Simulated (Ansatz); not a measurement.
BClH6Si2, SMILES `B[SiH]([SiH3])Cl`. Charge 0, multiplicity 1. Geometry: relaxed with PBE0-D4/def2-TZVP.

```xyz
10

B    -1.951    0.114    0.032
Si   -0.189   -0.316    0.850
Si    1.462    0.092   -0.775
Cl    0.273    0.833    2.512
H    -2.558    1.110    0.285
H    -2.381   -0.622   -0.807
H    -0.096   -1.743    1.265
H     1.388    1.505   -1.230
H     2.803   -0.165   -0.189
H     1.250   -0.806   -1.942
```

(1) What is the dipole moment at B3LYP/def2-TZVPP? (Best estimate.)

(2) And with PBE, r2SCAN, ωB97M-V? (Estimate.)

(3) Give the Mulliken charges with B3LYP, r2SCAN, ωB97M-V in def2-TZVPP. (An estimate is asked.)

## Answers

(1) Computed: 1.40 D, with components (-0.43, -0.65, -1.17) D in this frame, pointing from negative to positive charge.

(2) Ansatz gave: PBE 1.30 D, r2SCAN 1.38 D, ωB97M-V 1.42 D.

(3) The calculation gave: 
| atom | B3LYP | r2SCAN | ωB97M-V |
| --- | --- | --- | --- |
| B1 | -0.07 | -0.05 | -0.17 |
| Si2 | 0.29 | 0.35 | 0.21 |
| Si3 | 0.12 | 0.14 | 0.02 |
| Cl4 | -0.26 | -0.26 | -0.22 |
| H5 | 0.07 | 0.03 | 0.11 |
| H6 | 0.06 | 0.02 | 0.10 |
| H7 | -0.07 | -0.07 | -0.01 |
| H8 | -0.05 | -0.05 | -0.01 |
| H9 | -0.04 | -0.05 | -0.01 |
| H10 | -0.05 | -0.06 | -0.01 |

B3LYP here is the variant with VWN-RPA as its local correlation; programs differ in this.
